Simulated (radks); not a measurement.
Results of a calculation; reference values are marked as such.
Successive ionisation energies (eV) of one element, from differences of total energies of ions in their ground configurations, starting at charge 0: 7.546, 16.196, 33.959, 52.231, 72.749, 95.214, 119.41, 195.66, 221.79, 248.30, 284.21, 313.39, 342.66, 403.70, 437.61, 1137.1, 1226.5, 1316.1, 1440.8, 1539.2, 1637.3, 1785.7. Level of theory: scalar-relativistic Kohn-Sham, BLYP, spin-polarised, spherical densities, finite nucleus; open shells are filled with parallel spins first; Fermi nuclear charge, rms radius 3.7057 fm (a radial shooting solver on a logarithmic mesh with Libxc functionals). Which element is it?

Answer. Manganese (Z = 25). The first species listed is Mn in [Ar] 3d5 4s2, the last Mn21+ in [He] 2s2.
